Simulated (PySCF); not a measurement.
Match the calculated data to a structure.

All candidates are C7H10O2.

| technique | computed result |
| --- | --- |
| UV, strongest line | among the 6 lowest singlet transitions: S4 at 7.53 eV (165 nm, f = 0.032) [TDDFT PBE0/def2-SVPD] |
| Rotational structure | rotational constants A, B, C: 3.111, 1.171, 1.002 GHz [PBE0-D3(BJ)/def2-SVP] |
| Dipole | 1.75 D [PBE0/def2-SVPD] |
| Polarisability | 85.7 au [PBE0/def2-SVPD] |
| UV, first state | lowest singlet excitation: 5.86 eV (212 nm, f = 0.001) [TDDFT PBE0/def2-SVPD] |

The electronic properties come from PySCF, for the isolated species, density fitting. Levels stand in brackets. Isolated species at its PBE0-D3(BJ)/def2-SVP geometry (one conformer only).

Problem. Which candidate is it?
A. `C=COC(=O)CC(=C)C`
B. `O=C[C@]12CC[C@H](CC1)O2`
C. `C=C1CC[C@@H](OC=O)C1`
D. `CC(=O)O[C@@H]1CC12CC2`

Solution. D. It is `CC(=O)O[C@@H]1CC12CC2`. Numbering: `[CH3:1][C:2](=[O:3])[O:4][C@@H:5]1[CH2:6][C:7]12[CH2:8][CH2:9]2`. Its formula, C7H10O2, gives 3 degrees of unsaturation: 2 rings and 1 π bond in the structure found. The optimised geometry has point group C1 and is an asymmetric top.

The others, at the same levels:
- `O=C[C@]12CC[C@H](CC1)O2` fails: its computed lowest singlet excitation is 4.22 eV (294 nm, f = 0.000) (against 5.86 eV), static isotropic polarisability is 82.1 au (against 85.7 au) and smallest rotational constant is 1.294 GHz (against 1.002 GHz).
- `C=COC(=O)CC(=C)C` fails: its computed lowest singlet excitation is 5.56 eV (223 nm, f = 0.005) (against 5.86 eV), strongest line among the 6 lowest singlet transitions is S3 at 6.19 eV (200 nm, f = 0.287) (against S4 at 7.53 eV) and static isotropic polarisability is 95.7 au (against 85.7 au).
- `C=C1CC[C@@H](OC=O)C1` fails: its computed strongest line among the 6 lowest singlet transitions is S3 at 6.63 eV (187 nm, f = 0.292) (against S4 at 7.53 eV), static isotropic polarisability is 89.1 au (against 85.7 au) and rotational constant A is 3.977 GHz (against 3.111 GHz).

Each candidate is one conformer, not necessarily the lowest. The conformers computed, where there is a choice (atom-mapped SMILES and torsion angles):
- `[CH3:1][C:2](=[O:3])[O:4][C@@H:5]1[CH2:6][C:7]12[CH2:8][CH2:9]2`: C1–C2–O4–C5 -179°, C2–O4–C5–C6 148°
- `[CH2:1]=[CH:2][O:3][C:4](=[O:5])[CH2:6][C:7](=[CH2:8])[CH3:9]`: C1–C2–O3–C4 180°, C2–O3–C4–O5 0°, O3–C4–C6–C7 -174°, C4–C6–C7–C8 114°

The conformers of `O=C[C@]12CC[C@H](CC1)O2` and `C=C1CC[C@@H](OC=O)C1` aren't listed.
